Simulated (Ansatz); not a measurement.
`C[N]1[SiH2][SbH]1`, 10 atoms. Charge 0, multiplicity 1. Correlated methods include outer-core shells of Sb, which these sets cover unevenly. Sb: def2 effective core potential. All runs use 4 threads of an Arm Neoverse V2 on a shared host. Correlated methods freeze the cores.

Question: How many basis functions does each run have, and how long does it take in Ansatz? RKS ωB97M-V/def2-SVP energy; RHF-MP2/def2-QZVPP energy; RKS BHLYP-D4/def2-TZVPP energy; RKS ωB97M-V/def2-QZVPP energy; direct RPA on PBE orbitals/def2-TZVPP energy; RKS PBE0-D4/def2-TZVP relaxation (9 steps); RKS B3LYP-D4/def2-TZVPP energy and forces; RKS ωB97M-V/def2-TZVPP energy and forces; RKS PBE0-D4/def2-QZVPP energy; RKS revPBE-D4/def2-TZVPP energy; RHF-CCSD(T)/def2-SVP energy; RKS PBE0-D4/def2-TZVP frequencies. (Best estimate.)

Answer: The calculation gave: Other jobs shared the machine, so times are rough.

```csv
level,job,functions,wall time,peak host memory (GiB)
RKS revPBE-D4/def2-TZVPP,energy,238,1.9 s,0.3
RKS BHLYP-D4/def2-TZVPP,energy,238,2.9 s,0.62
RKS B3LYP-D4/def2-TZVPP,energy and forces,238,4.3 s,0.68
RKS ωB97M-V/def2-SVP,energy,102,4.6 s,0.33
RHF-CCSD(T)/def2-SVP,energy,102,4.8 s,0.48
direct RPA on PBE orbitals/def2-TZVPP,energy,238,5 s,0.65
RKS PBE0-D4/def2-QZVPP,energy,446,6.5 s,1.6
RKS ωB97M-V/def2-TZVPP,energy and forces,238,12 s,0.88
RKS ωB97M-V/def2-QZVPP,energy,446,17 s,1.9
RHF-MP2/def2-QZVPP,energy,446,18 s,2.6
RKS PBE0-D4/def2-TZVP,relaxation (9 steps),185,30 s,0.48
RKS PBE0-D4/def2-TZVP,frequencies,185,120 s,0.49
```

B3LYP here is the variant with VWN-RPA as its local correlation; programs differ in this.
